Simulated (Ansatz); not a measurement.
Input for Ansatz (an electronic-structure program): R-CCSD(T)/aug-cc-pVDZ on C4H8 (a complex), monomers drawn apart or pushed together.

Ansatz 0.2 input:
```yaml
crystal:
  periodic: [false, false, false]
  atoms:
    - {symbol: H, position_ang: [-0.39781017, -0.77197386, -0.13853253]}
    - {symbol: H, position_ang: [-0.31462272, -0.32971041, 0.45481437]}
    - {symbol: C, position_ang: [1.07381960, 1.76813061, 3.85664774]}
    - {symbol: C, position_ang: [0.16435449, 1.05859108, 4.52698931]}
    - {symbol: C, position_ang: [0.29312858, -0.35514550, 4.82979448]}
    - {symbol: C, position_ang: [-0.62015703, -1.06546462, 5.49355187]}
    - {symbol: H, position_ang: [1.98776345, 1.31274727, 3.49306244]}
    - {symbol: H, position_ang: [0.93483716, 2.82076363, 3.65090068]}
    - {symbol: H, position_ang: [-0.74182431, 1.54565890, 4.87667567]}
    - {symbol: H, position_ang: [1.19895854, -0.84256461, 4.47992484]}
    - {symbol: H, position_ang: [-0.48384707, -2.11914822, 5.69574429]}
    - {symbol: H, position_ang: [-1.53490396, -0.60985577, 5.85487885]}
basis:
  gaussian:
    orbitals: aug-cc-pVDZ
magnetization: {spin_polarized: false}
correlation: {method: ccsd_t, electrons: outside_noble_gas}
scf: {lower_state_search: off}
```

The log:

```
WARN ansatz: RAYON_NUM_THREADS=1 ignored (pool sized by the plan → 1); use --threads N
Functional definition: HF
these checks for a lower state are left out or cut short: stability, starts, cluster_reference, orbital_swaps, neighbouring_geometries, increment
integrals: 0.56 GiB planned
1624 factors; integrals over basis functions are off by at most 9.3e-4 eV
mean field: 0.46 GiB planned
mean field evaluation 1: about -4243.4676 eV, gradient 3.3e1 eV
mean field evaluation 2: about -4243.4668 eV, gradient 3.3e1 eV
mean field evaluation 4: about -4246.8290 eV, gradient 3.5e0 eV
mean field evaluation 8: about -4246.8698 eV, gradient 7.8e-5 eV
mean field -4246.86982247 eV, -156.0695873439 hartree, gradient 1.2e-6 eV, S^2 0.000000; 0 other end points of the search recorded, 0 dependent functions left out
4 core orbitals not correlated
reference -4246.86982247 eV, -156.0695873439 hartree; 12, 12 occupied and 148, 148 virtual orbitals, 1624 factors
second order -15.80751382 eV of doubles, -0.00000000 eV of singles
coupled cluster: 1.63 GiB planned
cycle   1  -16.63655991 eV  change   -8.3e-1 eV  update   9.1e-2
cycle   2  -17.14071071 eV  change   -5.0e-1 eV  update   3.2e-2
cycle   3  -17.24108856 eV  change   -1.0e-1 eV  update   1.4e-2
cycle   4  -17.24242273 eV  change   -1.3e-3 eV  update   4.6e-3
cycle   5  -17.24322540 eV  change   -8.0e-4 eV  update   1.7e-3
cycle   6  -17.24330601 eV  change   -8.1e-5 eV  update   4.8e-4
cycle   7  -17.24322580 eV  change    8.0e-5 eV  update   1.9e-4
cycle   8  -17.24325433 eV  change   -2.9e-5 eV  update   9.2e-5
cycle   9  -17.24323860 eV  change    1.6e-5 eV  update   3.5e-5
cycle  10  -17.24321833 eV  change    2.0e-5 eV  update   1.3e-5
perturbative correction -0.66211891 eV, -0.0243324211 hartree
Total energy: -4264.77515970 eV, -156.7275963507 hartree
Checks for a lower state left out: stability, starts, cluster_reference, orbital_swaps, neighbouring_geometries, increment
```

The run converged.

Cost: around 60 core-seconds (rough).
